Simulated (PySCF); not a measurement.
# PBE on Ge¹⁷⁺ (germanium, charge +17)

Configuration: [Ne] 3s2 3p3, high-spin 4S determinant. All numbers are calculated (PySCF 2.14, no relativity, point nucleus, in an uncontracted even-tempered set (17 s from 1.5 bohr⁻², ratio 2.5; 11 p from 2 bohr⁻², ratio 2.5; 5 d from 9.5 bohr⁻², ratio 2.7; 4 f from 14 bohr⁻², ratio 2.7)).

```json
{
  "Total energy": "-1922.527 hartree",
  "One-electron energy": "-2295.429 hartree",
  "Hartree (Coulomb) energy": "431.737 hartree",
  "Exchange-correlation energy": "-58.834 hartree",
  "Kinetic energy": "1921.98491 hartree",
  "⟨S²⟩": "3.7501",
  "⟨L²⟩": "0.000",
  "Sum of ⟨r⟩": "4.292 bohr",
  "Sum of ⟨r²⟩": "1.995 bohr²",
  "Density at the nucleus (Gaussians lack the cusp)": "22400 bohr⁻³",
  "Spin density at the nucleus": "-1.60 bohr⁻³"
}
```

| shell | electrons | mean orbital energy (eV) | rms radius, mean of both spins (bohr) |
| --- | --- | --- | --- |
| 1s α | 1 | -11447.8 | 0.0554 |
| 1s β | 1 | -11444.7 | 0.0554 |
| 2s α | 1 | -1967.6 | 0.230 |
| 2s β | 1 | -1965.1 | 0.230 |
| 2p α | 3 | -1825.7 | 0.202 |
| 2p β | 3 | -1822.1 | 0.202 |
| 3s α | 1 | -685.14 | 0.579 |
| 3s β | 1 | -672.62 | 0.579 |
| 3p α | 3 | -637.55 | 0.568 |

Spin-orbit coupling is strong in this species (close to jj coupling), so the high-spin LS determinant is a model state, not a physical level.
